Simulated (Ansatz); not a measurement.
```yaml
crystal:
  periodic: [false, false, false]
  atoms:
    - {symbol: Sn, position_ang: [2.083537, 0.309932, -1.687331]}
    - {symbol: Sn, position_ang: [0.422425, -2.040115, -0.923195]}
    - {symbol: Sn, position_ang: [-1.621008, 2.085811, 0.713902]}
    - {symbol: Sn, position_ang: [-2.329176, -2.136666, -1.497555]}
    - {symbol: Sn, position_ang: [1.408122, -1.414978, 1.816077]}
    - {symbol: Cl, position_ang: [-0.388760, 0.503887, 2.353126]}
    - {symbol: Cl, position_ang: [0.270083, 2.183085, -1.052824]}
    - {symbol: Cl, position_ang: [3.144397, 0.276383, 0.741971]}
    - {symbol: Cl, position_ang: [-2.989620, 0.232670, -0.464160]}
basis:
  gaussian: {orbitals: def2-TZVP, initial_orbitals: start.molden}
total_charge: 1
magnetization: {spin_polarized: true, initial_magnetization: 1}
hamiltonian: {xc: pbe0, dispersion: d4}
scf: {omitted_lower_state_checks: [starts]}
output: {orbitals: {seedname: orbitals}}
```

The file start.molden holds the orbitals of an earlier run on this structure, at another level or in another basis.

```sh
$ ansatz run in.yaml --threads 6 --pin off --events-out ev --progress --plain --max-ram 7833MiB
```

Does this run fit into the memory that it is given?

No. It has 398 basis functions, and Ansatz plans for 7.76 GiB where 7.64 GiB are given.
